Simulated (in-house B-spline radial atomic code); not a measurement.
Configurations of Ho⁺, with energies counted from [Xe] 4f11 6s1. Level of theory: scalar-relativistic (X2C) B3LYP, spin-polarised, spherical fractional occupations, exact exchange averaged over the configuration, Fermi nucleus of rms radius 5.2022 fm; calculated with an all-electron radial atomic-structure program (B-spline basis). Shells without spins written out take the highest spin.

Occupations are held fixed; configurations that lie above the ionisation limit could autoionise.

```
                configuration  E - E(ref) (eV)  highest orbital  its <r> (bohr)
                [Xe] 4f11 7s1           6.3366            7s up           7.537
            [Xe] 4f10 6s1 7s1           9.1629            7s up           7.163
            [Xe] 4f10 6s1 7p1           10.392            7p up           8.641
[Kr] 4d9 4f11 5s2 5p6 6s1 7s1           167.37            7s up           7.157
[Kr] 4d9 4f11 5s2 5p6 6s1 6d1           168.22            6d up           6.793
[Kr] 4d9 4f11 5s2 5p6 6s1 6f1            170.8            6f up            13.6
```

Order these further configurations by energy, lowest first.
A. [Xe] 4f10 6s1 6f1
B. [Xe] 4f11 6f1
C. [Kr] 4d9 4f11 5s2 5p6 6s1 7p1
D. [Kr] 4d9 4f11 5s2 5p6 6s1 7f1
E. [Kr] 4d10 4f11 5s2 5p5 5d1 6s1

B (9.6216 eV), A (12.582 eV), E (24.795 eV), C (168.6 eV), D (171.53 eV).

How far above the reference does [Xe] 4f11 5d1 lie?

2.3093 eV; its least bound orbital is 5d up with <r> = 2.924 bohr.
